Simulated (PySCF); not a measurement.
C2H6ClGa, SMILES [CH3][Ga]([CH3])[Cl]. Atoms are numbered in the order given.

```xyz
10

Ga     0.0000     0.0000    -0.3357
C      0.0002     1.8009    -1.1301
H      0.8812     2.3580    -0.7739
H      0.0120     1.7720    -2.2296
H     -0.8948     2.3482    -0.7936
C     -0.0002    -1.8009    -1.1301
H      0.8948    -2.3482    -0.7936
H     -0.8812    -2.3580    -0.7739
H     -0.0120    -1.7720    -2.2296
Cl     0.0000     0.0000     1.8565
```
Charge 0, spin multiplicity 1.

The structure is a stationary point at B3LYP-D3(BJ)/def2-SVP. The isomer is the one that the SMILES or the coordinates give; other isomers of the formula were not compared.

These are PySCF 2.14.0 with TDDFT-B3LYP/def2-SVPD values and carry that method's errors.

Vertical excitations.  State labels are in the subgroup C2.

Question: Estimate the UV-visible absorptions. (The exact figures need the calculation; the answer reports its results.)

Answer: 
```
state  symmetry  energy (eV)  λ (nm)      f                            main pairs
-----  --------  -----------  ------  -----  ------------------------------------
S1            A         5.24     237  0.000                       HOMO→LUMO 100 %
S2            B         6.28     198  0.174                      HOMO→LUMO+1 98 %
S3            A         6.35     195  0.000                      HOMO−2→LUMO 99 %
S4            A         6.41     193  0.031                      HOMO−1→LUMO 95 %
S5            B         6.52     190  0.003                      HOMO−3→LUMO 99 %
S6            B         6.93     179  0.035                    HOMO−1→LUMO+1 96 %
S7            B         7.15     173  0.019  HOMO−2→LUMO+1 79 %, HOMO→LUMO+2 19 %
S8            A         7.47     166  0.158                    HOMO−3→LUMO+1 95 %
S9            B         7.54     164  0.035  HOMO→LUMO+2 78 %, HOMO−2→LUMO+1 18 %
S10           A         7.84     158  0.008                      HOMO→LUMO+3 97 %
T1            A         5.02     247      0                        HOMO→LUMO 98 %
T2            B         5.73     217      0                      HOMO→LUMO+1 90 %
T3            A         5.86     211      0                      HOMO−1→LUMO 99 %
T4            A         6.15     202      0                      HOMO−2→LUMO 97 %
```
Triplets are in the Tamm–Dancoff approximation, which puts them higher than full response would, so one can lie above its singlet here.
